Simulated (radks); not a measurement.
Excited configurations of Sb: one electron is placed in a higher orbital outside [Kr] 4d10 5s2 5p2. The ground configuration is [Kr] 4d10 5s2 5p3. All-electron calculation, Dirac Kohn-Sham, PBE, spin-unpolarised, spherical densities, finite nucleus; open shells are shared between the two j in proportion to 2j + 1; Fermi nuclear charge, rms radius 4.6802 fm. Program: a radial shooting solver on a logarithmic mesh with Libxc functionals. Excitation = E - E(ground); binding = E(ion) - E, where the ion is the core of charge +1; n* = 1/sqrt(2 binding) in atomic units, and the quantum defect is n - n*. Eigenvalue and <r> are those of j = l + 1/2.

outer orbital	excitation (eV)	binding (eV)	n*	<r> (bohr)
4f	7.417	0.917	3.852	17.13
6s	5.086	3.247	2.047	6.697
6p	6.135	2.199	2.488	9.012
7s	6.743	1.591	2.925	13.80
7p	7.117	1.217	3.344	17.31

The Delta-SCF ionisation energy is 8.334 eV (NIST Atomic Spectra Database: 8.608 eV, measured). Self-interaction in the functional shifts the binding energies and quantum defects, so they are the method's values and not measured ones. Spin polarisation and multiplet splitting are left out, so open shells lie too high by an amount that depends on their filling. Sharing an open shell by 2j + 1 raises it above the true ground level by a part of the spin-orbit splitting, which enters the differences from NIST.

Beside tabulated values, note that spin-unpolarised runs miss the spin-polarisation part of the exchange energy of open shells.
